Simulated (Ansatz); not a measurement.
A structure relaxed at PBE0-D4/def2-SVP in Ansatz, charge 0, singlet:

```xyz
4

Cu   -0.2160    1.7127   -0.9557
Cu    0.1592   -1.9629    0.1135
O    -0.4711   -0.3400    0.5940
O     0.5278    0.5903    0.2483
```

(1) Give its formula and point group.

(2) Summarise the bond lengths by kind (pairs closer than 1.2 times the sum of covalent radii, bridged metal pairs left out).

Results:

(1) Cu₂O₂. Point group C2 (tolerance 0.1 Å).

(2) 2 × Cu–O 1.81 Å; 1 × O–O 1.41 Å.

The structure holds 1 bond(s) between oxygen atoms. No other spin state of charge 0 was run. Another isomer (singlet) lies 1.23 eV lower at PBE0-D4/def2-TZVP; other spin states weren't run for this one.
